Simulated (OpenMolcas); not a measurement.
Computed levels of 4d⁴ in ions with 40 electrons, in cm-1 above ⁵D₀.

```json
{
 "Program": "OpenMolcas",
 "Method": "CASSCF",
 "Basis": "ANO-R2",
 "Scalar Hamiltonian": "X2C, finite nucleus",
 "Spin-orbit coupling": "state interaction with AMFI integrals over the reference wave functions, term energies averaged over their components"
}
```

Active space for each ion: 4 electrons in 5 orbitals (4d).

```tsv
Level	Nb+	Mo2+	Ru4+	Rh5+	Pd6+	Ag7+
⁵D₁	137	220	452	622	880	1134
⁵D₂	396	626	1239	1665	2281	2868
⁵D₃	755	1175	2251	2969	3960	4890
⁵D₄	1194	1834	3418	4438	5798	7057
³H₄	12953	15643	20326	22377	24148	26213
³H₅	13252	16133	21363	23806	26145	28744
³P₀(1)	13463	16027	20250	21975	23307	25062
³H₆	13558	16609	22261	24966	27629	30525
³P₁(1)	14249	17260	22619	25072	27353	29976
```

**Question.** Estimate ⁵D₄, ³H₄, ³H₅ for Tc3+ from its neighbours Mo2+ and Ru4+.

**Answer.** ⁵D₄ is fine structure, which grows about as the fourth power of a screened charge, so the fourth roots are averaged: ((1834^0.25 + 3418^0.25) / 2)^4 = 2534. The calculation gives 2551, so the estimate is off by -0.7 %.
³H₄ is another term, which grows about linearly with the charge: (15643 + 20326) / 2 = 17984. The calculation gives 18153, so the estimate is off by -0.9 %.
³H₅ is another term, which grows about linearly with the charge: (16133 + 21363) / 2 = 18748. The calculation gives 18878, so the estimate is off by -0.7 %.

Without dynamic correlation excited terms often stand tens of per cent too high (terms of higher spin than the ground term too low), and those without a measured partner can miss by more than the paired ones. Some high roots are left out of the spin-orbit mixing, which shifts the levels that they would mix with (holds for Nb+). Configurations with an s electron lie low at this charge and mix in, so terms can be misplaced (holds for Nb+). Levels of configurations with an s electron are missing; early in the row they begin among the upper levels of the d shell and mix with terms of their name (holds for Mo2+). Only configurations of the active space appear.

A number in round brackets counts repeated terms of one configuration in the order of the reference energies.
